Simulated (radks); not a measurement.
The numbers below are computed, except where a source is named.
Species: the indium ion In3+. Configuration: [Kr] 4d9 5s1 (not the ground configuration).

Level of theory: scalar-relativistic Kohn-Sham, BLYP, spin-polarised, spherical densities, point nucleus; open shells are filled with parallel spins first (spin-orbit coupling, left out, can overturn this in heavy ions) (a radial shooting solver on a logarithmic mesh with Libxc functionals).

Energy parts (hartree):
total: -5879.73334
kinetic: 6128.99714
electron-nucleus: -14156.34423
Hartree: 2306.62456
exchange-correlation: -159.01081

Orbitals (lengths in bohr, moments of r in powers of bohr):
orbital,occ.,eigenvalue (hartree),<r^4>
1s up,1,-1021.463,3.717e-06
1s down,1,-1021.461,3.717e-06
2s up,1,-154.0912,0.0006512
2s down,1,-154.0813,0.0006511
2p up,3,-138.4540,0.0004677
2p down,3,-138.4461,0.0004677
3s up,1,-30.31149,0.02953
3s down,1,-30.30540,0.02951
3p up,3,-25.19266,0.03135
3p down,3,-25.18591,0.03133
3d up,5,-17.24441,0.02899
3d down,5,-17.23497,0.02895
4s up,1,-5.71312,0.9669
4s down,1,-5.67731,0.9642
4p up,3,-4.17705,1.409
4p down,3,-4.14012,1.403
4d up,5,-1.95123,3.954
4d down,4,-1.91130,3.934
5s up,1,-1.31697,39.73
5s down,0,-1.27528,41.64

The highest occupied level is 5s up at -35.837 eV. Spin moment in Bohr magnetons: 2. The density falls to 0.001 e/bohr^3 at r = 3.37 bohr. Summed over all electrons, <r^2> = 28.47 bohr^2, which gives a Langevin (diamagnetic) susceptibility term of -22.5 x 10^-6 cm^3/mol.
